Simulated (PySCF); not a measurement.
**Correlation energy of Xe(2+) (xenon, charge +2)**

[Kr] 4d10 5s1 5p5, 5s spin antiparallel (an excited configuration). All numbers are calculated (PySCF 2.14, a scalar-relativistic core potential, in def2-TZVPPD with the def2 core potential (28 electrons) (7s6p4d2f, 59 functions)). Frozen: 4s2 4p6 4d10; 6 electrons correlated.

MP2 pair energies summed by pair of shells (mhartree):

| pair | energy | share (%) |
| --- | --- | --- |
| 5p-5p | -116.96 | 74.3 |
| 5s-5p | -40.55 | 25.7 |

Total MP2 correlation energy: -157.51 mhartree.

Same-spin part -24.18 and opposite-spin part -133.32 mhartree; SCS-MP2 scales them by 1/3 and 6/5 to -168.05 mhartree.
